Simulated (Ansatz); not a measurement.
Born–Oppenheimer molecular dynamics of H11NSi3 (15 atoms, charge 0, multiplicity 1). It starts at the highest image of a converged band. Of that band: Neighbouring images differ by up to 1.5 eV, so the band resolves the path poorly. A vibrational analysis at the climbing image gives one clearly imaginary mode, 1132i cm⁻¹: a first-order saddle point.

Level of theory: RKS PBE0-D4/def2-SVP in Ansatz 0.2.0.

* ensemble: NVE (velocity Verlet)
* time step: 0.5 fs
* steps asked: 200
* starting velocities drawn for: 100 K
* seed: 3765

First frame:

```xyz
15
Properties=species:S:1:pos:R:3
Si 0.134 -0.459 -0.522
H -1.036 -0.712 1.146
H 1.290 -0.388 -1.507
Si -0.765 1.651 -0.137
H -2.249 1.533 -0.051
H -0.220 2.166 1.161
H -0.413 2.658 -1.193
Si -1.408 -2.081 -1.155
H -2.785 -1.567 -0.898
H -1.296 -2.483 -2.597
H -1.164 -3.311 -0.335
N 1.161 -1.042 0.961
H 1.572 -1.974 0.885
H 1.862 -0.388 1.315
H 0.102 -0.993 1.466
```

Q: How far do the bonds stretch over the last three quarters of this one trajectory? (Pairs bonded in most of those frames.)

A: 
```json
{"bond": "Si1–H2", "mean (Å)": "1.576", "spread (Å)": "0.107", "shortest": "1.42", "longest": "1.90"}
{"bond": "Si1–H3", "mean (Å)": "1.514", "spread (Å)": "0.023", "shortest": "1.48", "longest": "1.55"}
{"bond": "Si1–Si4", "mean (Å)": "2.349", "spread (Å)": "0.071", "shortest": "2.27", "longest": "2.45"}
{"bond": "Si1–Si8", "mean (Å)": "2.343", "spread (Å)": "0.026", "shortest": "2.30", "longest": "2.40"}
{"bond": "Si4–H5", "mean (Å)": "1.497", "spread (Å)": "0.017", "shortest": "1.47", "longest": "1.52"}
{"bond": "Si4–H6", "mean (Å)": "1.503", "spread (Å)": "0.018", "shortest": "1.47", "longest": "1.53"}
{"bond": "Si4–H7", "mean (Å)": "1.503", "spread (Å)": "0.024", "shortest": "1.46", "longest": "1.54"}
{"bond": "Si8–H9", "mean (Å)": "1.498", "spread (Å)": "0.004", "shortest": "1.49", "longest": "1.50"}
{"bond": "Si8–H10", "mean (Å)": "1.504", "spread (Å)": "0.023", "shortest": "1.47", "longest": "1.54"}
{"bond": "Si8–H11", "mean (Å)": "1.507", "spread (Å)": "0.004", "shortest": "1.49", "longest": "1.51"}
{"bond": "N12–H13", "mean (Å)": "1.022", "spread (Å)": "0.012", "shortest": "1.00", "longest": "1.04"}
{"bond": "N12–H14", "mean (Å)": "1.022", "spread (Å)": "0.007", "shortest": "1.00", "longest": "1.04"}
{"bond": "N12–H15", "mean (Å)": "1.025", "spread (Å)": "0.023", "shortest": "0.99", "longest": "1.09"}
```

Pairs bonded in part of these frames only: Si1–H2 92 %, Si1–N12 43 %.

Mean temperature of the second half: 512 K. The conserved energy stayed within 0.056 meV per atom of its start (net change 0.018 meV per atom), so the integration is sound. The kinetic energy rose, since the run started high on the potential surface and went downhill. It ends in pieces (H3N + H8Si3), so much of that is their flight and rotation, not heat. A run of 0.1 ps of so small a system gives no equilibrium averages. The orbitals stay closed-shell, which can raise the energy where a bond breaks towards radicals; this wasn't checked here.

Run time: 6 min on 4 threads of Arm Neoverse V1, with other jobs on the host, peak memory 0.32 GiB.
